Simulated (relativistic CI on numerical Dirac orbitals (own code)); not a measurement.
# Kr: calculation against measurement

Method of calculation: Dirac-Coulomb-Breit CI, KLI orbitals optimised for each configuration, model QED (radiative potential, 1s self-energy scaled to tabulated hydrogen-like ionisation energies), valence Slater integrals scaled by 0.85, P86 correlation energy added to each configuration (own radial code, finite nucleus).

CI space (outside the closed core [Ar] 3d10 4s2): 4p6, 4p5 5s, 4p5 5p, 4p5 4d, 4p5 6s, 4p5 6p, 4p5 5d, 4p5 4f, 4p5 6d, 4p5 5f, 4p5 5g, 4p5 6f. Double excitations out of closed p, d and f shells are left out; levels of such configurations are missing from the list, as are those of other unlisted configurations, and high levels can miss mixing partners.

```
Configuration  Term (tabulated)  J  Measured (cm⁻¹)  Computed  Error  Purity (%)
          4p6                1S  0              0.0         0      0         100
       4p5 5s           2[3/2]°  2          79971.7     80656    684          99
       4p5 5s           2[3/2]°  1          80916.8     81631    714          51
       4p5 5s           2[1/2]°  0          85191.6     85985    793          99
       4p5 5s           2[1/2]°  1          85846.7     86642    796          51
       4p5 5p            2[1/2]  1          91168.5     90933   -235          80
       4p5 5p            2[5/2]  3          92294.4     91824   -470         100
       4p5 5p            2[5/2]  2          92307.4     91893   -415          51
       4p5 5p            2[3/2]  1          92964.4     92461   -503          53
       4p5 5p            2[3/2]  2          93123.3     92578   -545          76
       4p5 5p            2[1/2]  0          94092.9     93656   -437          51
       4p5 5p            2[3/2]  1          97595.9     97230   -366          75
       4p5 4d           2[7/2]°  4          97797.3     98000    203          99
       4p5 5p            2[1/2]  1          97919.1     97489   -430          60
       4p5 5p            2[3/2]  2          97945.2     97514   -431          45
       4p5 5p            2[1/2]  0          98855.1     98511   -344          52
       4p5 6s           2[3/2]°  2          99626.9     99562    -65          94
```

Measured levels from NIST Handbook of Basic Atomic Spectroscopic Data (Sansonetti and Martin, J. Phys. Chem. Ref. Data 34, 1559 (2005)); pairs were made by configuration, J and term (by order where the table uses no LS term), so strongly mixed levels may be paired wrongly.

Mean error by configuration (cm⁻¹): 4p5 5s 747; 4p5 5p -418; 4p5 4d 203; 4p5 6s -65. Over the excited levels the mean absolute error is 464 cm⁻¹ (16 of the 18 excited levels that our extract of the source holds in range could be paired, and the others can miss by more), and the median relative error of those above 1,000 cm⁻¹ is 0.46 %.

Transition probabilities of persistent lines. The last column rescales the computed rate by the cube of measured over computed energy:

| λ measured (Å) | Lower | Upper | A tabulated (s⁻¹) | A computed | A rescaled |
| --- | --- | --- | --- | --- | --- |
| 1164.87 vacuum | 4p6 1S_0 | 4p5 5s 2[1/2]°_1 | 3.16e+08 | 3.43e+08 | 3.34e+08 |
| 1235.84 vacuum | 4p6 1S_0 | 4p5 5s 2[3/2]°_1 | 3.12e+08 | 3.38e+08 | 3.29e+08 |
| 5570.29 air | 4p5 5s 2[3/2]°_2 | 4p5 5p 2[1/2]_1 | 2.10e+06 | 8.76e+05 | 1.06e+06 |
| 5870.92 air | 4p5 5s 2[3/2]°_1 | 4p5 5p 2[3/2]_2 | 1.80e+06 | 1.39e+06 | 1.71e+06 |
| 8104.37 air | 4p5 5s 2[3/2]°_2 | 4p5 5p 2[5/2]_2 | 1.30e+07 | 9.02e+06 | 1.19e+07 |
| 8112.90 air | 4p5 5s 2[3/2]°_2 | 4p5 5p 2[5/2]_3 | 3.60e+07 | 3.43e+07 | 4.60e+07 |
| 8190.06 air | 4p5 5s 2[3/2]°_1 | 4p5 5p 2[3/2]_2 | 1.10e+07 | 7.82e+06 | 1.08e+07 |
| 8263.24 air | 4p5 5s 2[1/2]°_1 | 4p5 5p 2[3/2]_2 | 3.50e+07 | 3.05e+07 | 4.20e+07 |
| 8298.11 air | 4p5 5s 2[3/2]°_1 | 4p5 5p 2[3/2]_1 | 3.20e+07 | 2.69e+07 | 3.70e+07 |
| 8508.87 air | 4p5 5s 2[1/2]°_1 | 4p5 5p 2[3/2]_1 | 2.40e+07 | 1.59e+07 | 2.17e+07 |
| 8776.75 air | 4p5 5s 2[3/2]°_1 | 4p5 5p 2[5/2]_2 | 2.70e+07 | 2.02e+07 | 2.77e+07 |
